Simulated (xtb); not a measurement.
C$_{7}$H$_{7}$ (SMILES [CH2]c1ccccc1), doublet, geometry from GFN2-xTB. Base run: xtb with GFN2-xTB.

Geometry (Å):
```xyz
14

C      2.3607    -0.2182     0.0508
C      0.9882    -0.0914     0.0213
C      0.3621     1.1819    -0.0947
C     -1.0039     1.2983    -0.1233
C     -1.8130     0.1676    -0.0391
C     -1.2291    -1.0919     0.0752
C      0.1350    -1.2279     0.1054
H      3.0017     0.6424    -0.0129
H      2.8299    -1.1815     0.1386
H      0.9889     2.0594    -0.1601
H     -1.4601     2.2741    -0.2119
H     -2.8876     0.2670    -0.0622
H     -1.8598    -1.9672     0.1404
H      0.5870    -2.2051     0.1941
```
Charge 0, spin multiplicity 2.
All else is at xtb's defaults.
Base energy -18.47702 Eh.

Variants of this job, named by their change:

```csv
change,ΔE vs base (kcal/mol),dipole (D),G_solv (kcal/mol),SCF cycles
base,0.000,0.07,-,10
alpb = acetone,-5.68,0.07,-5.69,10
gbsa = chcl3,-4.81,0.07,-4.82,9
gbsa = toluene,-4.81,0.07,-4.82,10
etemp = 1000,0.000,0.07,-,10
```

ALPB and GBSA are two models with their own fitted parameters for each solvent, which aren't always the measured dielectric constant.
